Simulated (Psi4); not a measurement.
Pair of molecules, SMILES Cl with SMILES Br, pulled apart as rigid monomers along the line of their centres of mass from the B3LYP-D3(BJ)/def2-TZVP minimum (SMILES order as in the coordinates).
Starting geometry (charge 0, multiplicity 1):
```xyz
4

Cl     0.53482    -0.46597    -0.22562
H      0.80027     0.78568    -0.12357
Br     0.17720    -0.30934     3.68880
H      0.25519    -0.59205     2.28871
```

The numbers are results of SAPT0/aug-cc-pVDZ (Psi4), not measurements.

```json
[
 {"Cl1···H4 (Å)": "2.28", "electrostatics (meV)": "-203.6", "exchange (meV)": "409.6", "induction (meV)": "…", "dispersion (meV)": "-126.7", "total": "-45.1"},
 {"Cl1···H4 (Å)": "2.53", "electrostatics (meV)": "-115.6", "exchange (meV)": "179.6", "induction (meV)": "-57.5", "dispersion (meV)": "-81.5", "total": "-75.0"},
 {"Cl1···H4 (Å)": "2.91", "electrostatics (meV)": "-57.3", "exchange (meV)": "50.9", "induction (meV)": "-19.2", "dispersion (meV)": "-43.4", "total": "-69.0"},
 {"Cl1···H4 (Å)": "3.54", "electrostatics (meV)": "-24.8", "exchange (meV)": "6.0", "induction (meV)": "-3.8", "dispersion (meV)": "-16.3", "total": "-39.0"},
 {"Cl1···H4 (Å)": "4.56", "electrostatics (meV)": "…", "exchange (meV)": "0.2", "induction (meV)": "-0.6", "dispersion (meV)": "-4.2", "total": "-14.2"}
]
```

Question: Fill in the missing entries.

Answer: 
- 2.28, induction (meV): -124.5
- 4.56, electrostatics (meV): -9.6
